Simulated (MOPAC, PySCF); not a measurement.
[Ti(SH)4], neutral singlet in the gas phase. 

Z-matrix (Å, degrees):
```
Ti
S 1 2.2828
H 2 1.3673 1 88.74
S 1 2.2828 2 111.48 3 20.42
H 4 1.3674 1 88.71 2 97.47
S 1 2.2828 2 111.50 3 -97.27
H 6 1.3674 1 88.75 2 -20.69
S 1 2.2830 2 105.52 3 141.58
H 8 1.3673 1 88.75 2 141.62
```
Charge 0, multiplicity 1.

All levels are single points at this geometry (PBE-D3(BJ)/def2-SVP); Pople sets use spherical d functions. Orbital energies aren't observables, and empty levels follow the basis.

B3LYP/LANL2DZ in PySCF gives gap (eV) = 4.29.

Estimate the gap (eV) from each of these levels: TPSSh-D3(BJ)/def2-TZVP in PySCF; PBE/6-31G* (LANL2DZ on Ti) in PySCF; SVWN5/6-31G* (LANL2DZ on Ti) in PySCF; HF/3-21G in PySCF; HF/6-31G* (LANL2DZ on Ti) in PySCF; HF/STO-3G in PySCF; PM6 in MOPAC; PM7 in MOPAC.


| level | gap (eV) |
|---|---|
| TPSSh-D3(BJ)/def2-TZVP in PySCF | 3.80 |
| PBE/6-31G* (LANL2DZ on Ti) in PySCF | 2.79 |
| SVWN5/6-31G* (LANL2DZ on Ti) in PySCF | 2.77 |
| HF/3-21G in PySCF | 10.71 |
| HF/6-31G* (LANL2DZ on Ti) in PySCF | 10.62 |
| HF/STO-3G in PySCF | 13.65 |
| PM6 in MOPAC | 7.09 |
| PM7 in MOPAC | 6.68 |
